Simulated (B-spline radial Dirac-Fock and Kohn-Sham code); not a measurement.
Atomic SCF run for F⁴⁺

ΔSCF core binding energies without Breit or QED terms, calculated with a radial atomic solver. Keys: rel is the Hamiltonian (dirac, or spin-free x2c and nr, where L3 and M5 stand for the whole 2p and 3d shells), method is hf or an exchange,correlation pair (spin-unpolarised, also for the hole states), nuc the nuclear model, radius_factor scales its radius, rmax is the box in bohr, h the logarithmic mesh step, order the B-spline order, points the quadrature points per cell, c_factor scales the speed of light, and damp, ndamp, maxit and tol steer the iteration. The run stops when the commutator error falls below 10·tol·max(1, Z/10), or the numerical noise floor, and the energy has settled to about 1e-8 Ha; the virial ratio is −V/T.

Input (task.json):

```json
{"items": [{"Z": 9, "q": 4, "cfg": [[1, 0, 2], [2, 0, 2], [2, 1, 1]], "A": 19, "rrms": 2.8976, "do": "settings", "holes": ["K", "L3", "M5"],
  "settings": [{"rel": "dirac", "method": "hf", "nuc": "fermi", "radius_factor": 1.0, "rmax": 45.0, "h": 0.3, "order": 8, "points": 10, "c_factor": 1.0, "maxit": 2, "damp": 0.5, "ndamp": 3, "tol": 1e-08}]}]}
```

Command: `python xray2_run.py task.json out`

Ground-state iterations:

```
iter   energy (Ha)        error
   1      -91.39966035  5.65e-01
   2      -92.21745791  1.40e-02
```

The ground state had not converged after 2 iterations, with total energy -92.21746 Ha, virial ratio 1.99490 and highest orbital energy -114.72 eV. ΔSCF binding energies: K (1s) 825.3 eV (not all states converged, so these are not final). Holes are computed only in closed shells, and unreliable hole states are left out.

Task: One setting is unsound. Which, and why?

Result: maxit ends the run before self-consistency. With the default settings (Dirac Hartree-Fock): The ground state converged in 8 iterations, with total energy -92.22034 Ha, virial ratio 1.99797 and highest orbital energy -114.70 eV. ΔSCF binding energies: K (1s) 825.4 eV. Holes are computed only in closed shells, and unreliable hole states are left out.
